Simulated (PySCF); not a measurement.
## Cs (caesium, neutral) across methods

[Xe] 6s1, 2S determinant. Computed with PySCF 2.14 in aug-cc-pVQZ-X2C (10s9p7d4f2g, 118 functions), with scalar relativity by spin-free X2C-1e.

```json
{"method": "TPSSh", "E (hartree)": "-7785.82", "mean ε 5p α (eV)": "-14.345", "mean ε 5p β (eV)": "-14.272", "mean ε 6s α (eV)": "-2.329", "Σ⟨r²⟩ (bohr²)": "89.09", "⟨S²⟩": "0.750"}
{"method": "PBE0", "E (hartree)": "-7785.78", "mean ε 5p α (eV)": "-15.051", "mean ε 5p β (eV)": "-14.969", "mean ε 6s α (eV)": "-2.662", "Σ⟨r²⟩ (bohr²)": "88.17", "⟨S²⟩": "0.750"}
{"method": "UHF", "E (hartree)": "-7783.10298", "mean ε 5p α (eV)": "-18.549", "mean ε 5p β (eV)": "-18.494", "mean ε 6s α (eV)": "-3.495", "Σ⟨r²⟩ (bohr²)": "93.55", "⟨S²⟩": "0.750"}
{"method": "PBE", "E (hartree)": "-7785.69", "mean ε 5p α (eV)": "-13.531", "mean ε 5p β (eV)": "-13.442", "mean ε 6s α (eV)": "-2.267", "Σ⟨r²⟩ (bohr²)": "87.62", "⟨S²⟩": "0.750"}
{"method": "r2SCAN", "E (hartree)": "-7786.13", "mean ε 5p α (eV)": "-14.026", "mean ε 5p β (eV)": "-13.982", "mean ε 6s α (eV)": "-2.318", "Σ⟨r²⟩ (bohr²)": "87.97", "⟨S²⟩": "0.751"}
{"method": "LDA", "E (hartree)": "-7779.27", "mean ε 5p α (eV)": "-13.604", "mean ε 5p β (eV)": "-13.532", "mean ε 6s α (eV)": "-2.387", "Σ⟨r²⟩ (bohr²)": "85.76", "⟨S²⟩": "0.750"}
{"method": "B3LYP", "E (hartree)": "-7786.22", "mean ε 5p α (eV)": "-14.614", "mean ε 5p β (eV)": "-14.563", "mean ε 6s α (eV)": "-2.594", "Σ⟨r²⟩ (bohr²)": "87.21", "⟨S²⟩": "0.750"}
```

Spin-orbit coupling, which splits the p, d and f shells strongly at this Z, is absent.
